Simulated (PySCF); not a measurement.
```xyz
4
charge 0 multiplicity 4, angstrom
Ru    0.1428    0.0583    0.0596
N    -1.3122   -0.3594   -0.5471
H     1.7392   -0.4663    1.1547
H     2.0443   -0.4663    0.4229
```

Computed with PySCF, UPBE0, basis Ru def2-TZVP with ECP28, N def2-TZVP, H def2-TZVP (scalar-relativistic core potentials, no spin–orbit coupling, density fitting).

This geometry of H2RuN is a stationary point at this level.

What is the point group?

Cs.

Is it a minimum?

Yes: all harmonic wavenumbers are real.

List the harmonic modes with their infrared intensities.


```json
{"symmetry": "a'", "ω (cm⁻¹)": "184", "IR (km/mol)": "7.0"}
{"symmetry": "a''", "ω (cm⁻¹)": "488", "IR (km/mol)": "0.3"}
{"symmetry": "a'", "ω (cm⁻¹)": "608", "IR (km/mol)": "17.3"}
{"symmetry": "a'", "ω (cm⁻¹)": "1034", "IR (km/mol)": "115"}
{"symmetry": "a''", "ω (cm⁻¹)": "1114", "IR (km/mol)": "27.4"}
{"symmetry": "a'", "ω (cm⁻¹)": "3631", "IR (km/mol)": "177"}
```

Other isomers or separated fragments may lie lower. Other spin states or occupations of the open shell can lie lower. At this level a quartet minimum of Cs symmetry lies 47 kJ/mol below this structure.
